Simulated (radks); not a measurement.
Species: Pt+. Configuration: [Kr] 4d10 4f14 5s2 5p5 5d10 (not the ground configuration). Calculated with a radial shooting solver on a logarithmic mesh with Libxc functionals: Dirac Kohn-Sham, LDA (Slater exchange, Perdew-Zunger correlation), spin-unpolarised, spherical densities, point nucleus; open shells fill j = l - 1/2 first.

Normalised radial functions P(r) = r R(r) (large component), r in bohr:

```
   r/bohr * 5p3/2, o 6p1/2 (the largest magnitude, 1.09, reaches the edge; | marks zero, & curves that meet)
 0.003537                             &
 0.004117                             &
 0.004793                             o*
 0.005625                             o*
 0.006548                             o*
 0.007623                             |&
 0.008946                             |o*
  0.01041                             |o*
  0.01212                             |o *
  0.01423                             |o *
  0.01656                             |o  *
  0.01928                             | o  *
  0.02263                             | o  *
  0.02634                             | o   *
  0.03067                             | o    *
  0.03599                             | o    *
   0.0419                             | o    *
  0.04877                             |o    *
  0.05724                             |o   *
  0.06663                             o  *
  0.07757                            o*
  0.09103                         * o |
    0.106                      *    o |
   0.1234                    *     o  |
   0.1448                   *      o  |
   0.1685                     *     o |
   0.1962                         *   o
   0.2303                             | &
   0.2681                             |  o    *
   0.3121                             |   o        *
   0.3662                             |   o          *
   0.4263                             | o         *
   0.4963                             o    *
   0.5824                        * o  |
    0.678              *        o     |
   0.7893      *               o      |
   0.9263  *                    o     |
    1.078  *                      o   |
    1.255     *                       o
    1.473           *                 |   o
    1.715                *            |        o
    1.997                     *       |           o
    2.343                         *   |             o
    2.728                           * |              o
    3.175                            *|              o
    3.726                             *            o
    4.338                             *         o
     5.05                             *       o
    5.926                             *    o
    6.899                             *  o
    8.032                             * o
    9.426                             *o
    10.97                             &
```

5p3/2: eigenvalue -61.955 eV, 3 radial nodes at r = 0.0764, 0.219, 0.538 bohr, <r> = 1.13 bohr, 90 % of the charge inside 1.64 bohr. 6p1/2 (empty): eigenvalue -7.679 eV, 4 radial nodes at r = 0.0680, 0.201, 0.486, 1.25 bohr, <r> = 3.34 bohr, 90 % of the charge inside 4.98 bohr.
